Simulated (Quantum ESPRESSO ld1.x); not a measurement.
Species: Tb III. Configuration: [Kr] 4d10 4f9 5p6 5d2 (not the ground configuration). Calculated with ld1.x of Quantum ESPRESSO 7.5: Dirac Kohn-Sham, exchange-only LDA, spin-unpolarised, spherical densities, point nucleus; open shells fill j = l - 1/2 first.

Normalised radial functions P(r) = r R(r) (large component), r in bohr:

r,6d5/2,5f5/2,5f7/2
0.002424,0.0000,0.0000,0.0000
0.002844,0.0000,0.0000,0.0000
0.003365,0.0000,0.0000,0.0000
0.003949,0.0000,0.0000,0.0000
0.004671,0.0001,0.0000,0.0000
0.005481,0.0001,0.0000,0.0000
0.006433,0.0001,0.0000,0.0000
0.007609,0.0002,0.0000,0.0000
0.00893,0.0004,0.0000,0.0000
0.01056,0.0006,0.0000,0.0000
0.0124,0.0009,0.0000,0.0000
0.01455,0.0013,0.0000,0.0000
0.01721,0.0021,0.0000,0.0000
0.02019,0.0031,0.0000,0.0000
0.02389,0.0048,0.0001,0.0001
0.02803,0.0070,0.0001,0.0001
0.0329,0.0102,0.0002,0.0002
0.03891,0.0149,0.0004,0.0004
0.04567,0.0208,0.0007,0.0006
0.05402,0.0289,0.0011,0.0011
0.06339,0.0384,0.0019,0.0019
0.07499,0.0499,0.0031,0.0031
0.088,0.0616,0.0050,0.0049
0.1033,0.0724,0.0077,0.0077
0.1222,0.0804,0.0119,0.0119
0.1434,0.0817,0.0175,0.0175
0.1696,0.0731,0.0252,0.0253
0.199,0.0530,0.0344,0.0347
0.2335,0.0210,0.0452,0.0457
0.2763,-0.0225,0.0576,0.0584
0.3242,-0.0666,0.0692,0.0703
0.3835,-0.1053,0.0794,0.0810
0.4501,-0.1245,0.0857,0.0877
0.5324,-0.1173,0.0872,0.0895
0.6248,-0.0819,0.0830,0.0857
0.7332,-0.0223,0.0733,0.0762
0.8673,0.0563,0.0577,0.0607
1.018,0.1336,0.0379,0.0410
1.204,0.2022,0.0124,0.0155
1.413,0.2430,-0.0165,-0.0135
1.658,0.2504,-0.0503,-0.0474
1.961,0.2163,-0.0919,-0.0891
2.302,0.1431,-0.1382,-0.1356
2.723,0.0283,-0.1940,-0.1916
3.195,-0.1054,-0.2522,-0.2501
3.749,-0.2440,-0.3110,-0.3093
4.435,-0.3684,-0.3651,-0.3638
5.205,-0.4412,-0.3989,-0.3983
6.157,-0.4524,-0.4055,-0.4055
7.225,-0.4018,-0.3789,-0.3794
8.547,-0.3049,-0.3185,-0.3194
10.03,-0.2005,-0.2409,-0.2419
11.77,-0.1111,-0.1597,-0.1606
13.92,-0.0484,-0.0875,-0.0881
16.34,-0.0173,-0.0408,-0.0411
19.33,-0.0044,-0.0144,-0.0145
22.68,-0.0009,-0.0041,-0.0041

6d5/2 (empty): eigenvalue -5.506 eV, 3 radial nodes at r = 0.254, 0.771, 2.82 bohr, <r> = 6.35 bohr, 90 % of the charge inside 9.21 bohr. 5f5/2 (empty): eigenvalue -4.057 eV, 1 radial node at r = 1.29 bohr, <r> = 6.85 bohr, 90 % of the charge inside 10.3 bohr. 5f7/2 (empty): eigenvalue -4.051 eV, 1 radial node at r = 1.32 bohr, <r> = 6.86 bohr, 90 % of the charge inside 10.3 bohr.
